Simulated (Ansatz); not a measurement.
`CSCF` and `CBCSC` differ in one atom or group.

Ansatz, PBE0-D4/def2-TZVP geometries, multiplicity 1. Each molecule was computed in one conformer, which needn't be the lowest.

| property | `CSCF` |
| --- | --- |
| LUMO energy (PBE0/def2-TZVPP) / eV | 0.79 |
| LUMO energy (B3LYP/def2-TZVPP) / eV | 0.49 |
| LUMO energy (PBE/def2-TZVPP) / eV | -0.19 |
| HOMO energy (ωB97M-V/def2-TZVPP) / eV | -9.16 |
| HOMO–LUMO gap (B3LYP/def2-TZVPP) / eV | 7.20 |
| HOMO energy (B3LYP/def2-TZVPP) / eV | -6.71 |

Problem. What does the change do to each property? (Best estimate.)

Solution. Ansatz gave: 
| property | `CBCSC` | shift |
| --- | --- | --- |
| LUMO energy (PBE0/def2-TZVPP) / eV | -0.82 | -1.61 |
| LUMO energy (B3LYP/def2-TZVPP) / eV | -1.05 | -1.54 |
| LUMO energy (PBE/def2-TZVPP) / eV | -1.85 | -1.66 |
| HOMO energy (ωB97M-V/def2-TZVPP) / eV | -8.45 | 0.71 |
| HOMO–LUMO gap (B3LYP/def2-TZVPP) / eV | 4.95 | -2.25 |
| HOMO energy (B3LYP/def2-TZVPP) / eV | -6.00 | 0.71 |

With PBE0 the HOMO rises by 0.71 eV and the LUMO falls by 1.61 eV, so the gap narrows by about 2.32 eV. PBE moves the HOMO by 0.68 eV and ωB97M-V by 0.71 eV. The zero-point energy changes by 118.7 kJ/mol with +15 modes.

B3LYP here is the variant with VWN-RPA as its local correlation; programs differ in this.
